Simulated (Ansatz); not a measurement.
System: fluoro(dimethoxy)borane, C2H6BFO2, net charge 0, singlet state. SMILES: COB(F)OC
Coordinates optimised at B3LYP-D3(BJ)/def2-TZVP (Ansatz, a first-principles code):
```xyz
12

B     -0.0055     0.0056     0.0167
F      0.3997    -0.4058    -1.2047
O     -1.2970    -0.1195     0.3934
C     -2.3001    -0.6824    -0.4436
O      0.8722     0.5506     0.8874
C      2.2514     0.7320     0.5899
H     -2.7085    -1.5676     0.0453
H     -1.9053    -0.9601    -1.4213
H     -3.0979     0.0500    -0.5707
H      2.4792     1.7983     0.6154
H      2.5124     0.3307    -0.3898
H      2.8406     0.2271     1.3560
```
Charge 0, spin multiplicity 1.

Parts of the frozen-core correlation energy in cc-pVTZ (Ansatz, hartree). Frozen orbitals: 6; correlated occupied orbitals by spin: 18 and 18; virtual: 240 and 240. No spin-orbit coupling. No relativistic terms.

```tsv
term	value
reference (HF)	-353.37079
MP2 opposite-spin	[?]
MP2 same-spin	[?]
CCSD correlation	[?]
(T)	-0.04227
T1 diagnostic	0.011
largest doubles amplitude	0.013
```

Q: Some entries are withheld; supply them.

A: 
- MP2 opposite-spin, value: -0.87645
- MP2 same-spin, value: -0.28551
- CCSD correlation, value: -1.19245
